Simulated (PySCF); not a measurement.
C4H5FO2S.
Cartesian coordinates in Å at the PBE0-D3(BJ)/def2-SVP level; atoms count from 1:
```xyz
13
C4H5FO2S angstrom
O     -0.3242    1.0997    1.9759
S     -0.5486    1.0823    0.5370
O     -1.2628    2.1589   -0.1322
C     -1.2477   -0.5420    0.0932
C     -0.0481   -1.3782   -0.2077
C      1.0849   -0.6976   -0.3942
F      2.2490   -1.2630   -0.6709
C      1.0577    0.7856   -0.2729
H     -1.8283   -0.8798    0.9650
H     -1.9239   -0.3919   -0.7635
H     -0.0920   -2.4670   -0.2678
H      1.0651    1.3114   -1.2399
H      1.8448    1.1846    0.3835
```

Level: PBE0/def2-SVPD in PySCF, non-relativistic, on one gas-phase PBE0-D3(BJ)/def2-SVP geometry that isn't relaxed in the solvent. The solvent is an IEF-PCM continuum (cavity from Bondi-type radii × 1.2), and excitations are vertical TDDFT with non-equilibrium linear response and a frozen core. Only the electrostatic response of the medium enters.

| run | E − E(gas) (kcal/mol) | HOMO (eV) | HOMO–LUMO gap (eV) | dipole (D) | lowest singlet (eV) | static polarisability (au) |
| --- | --- | --- | --- | --- | --- | --- |
| gas | 0.00 | -8.11 | 7.48 | 3.64 | 6.79 | 70.3 |
| P | -10.44 | -7.67 | 7.50 | 4.79 | 6.80 | 95.0 |
| Q | -8.67 | -7.74 | 7.49 | 4.58 | 6.82 | 89.8 |

Task: The runs were made in dimethylsulfoxide and tetrahydrofuran. Which run belongs to which solvent?

Result: P = dimethylsulfoxide, Q = tetrahydrofuran. The dielectric constants are 7.426 (tetrahydrofuran), 46.83 (dimethylsulfoxide), and the energy falls further as ε rises. The optical constants n² used for the excitations are 1.97, 2.19 in the same order. In this model the ground state sees the solvent through ε alone.

Task: How constant is the ratio of the lowering to (ε − 1)/(2ε + 1)?

Result: 
```json
{"solvent": "tetrahydrofuran", "(ε − 1)/(2ε + 1)": "0.405", "E − E(gas) (kcal/mol)": "-8.67", "ratio (kcal/mol)": "-21.4", "polarisation term (kcal/mol)": "-9.99"}
{"solvent": "dimethylsulfoxide", "(ε − 1)/(2ε + 1)": "0.484", "E − E(gas) (kcal/mol)": "-10.44", "ratio (kcal/mol)": "-21.6", "polarisation term (kcal/mol)": "-12.39"}
```

The ratio changes by +0.8 % in size from tetrahydrofuran to dimethylsulfoxide. The polarisation term is half the interaction of the solute with the induced surface charges.

On one thread, Arm Neoverse V1 (aarch64), shared host, this took 42 s and 1.1 GiB of memory at its peak. This is the whole response run at PBE0/def2-SVPD in dimethylsulfoxide, SCF included.
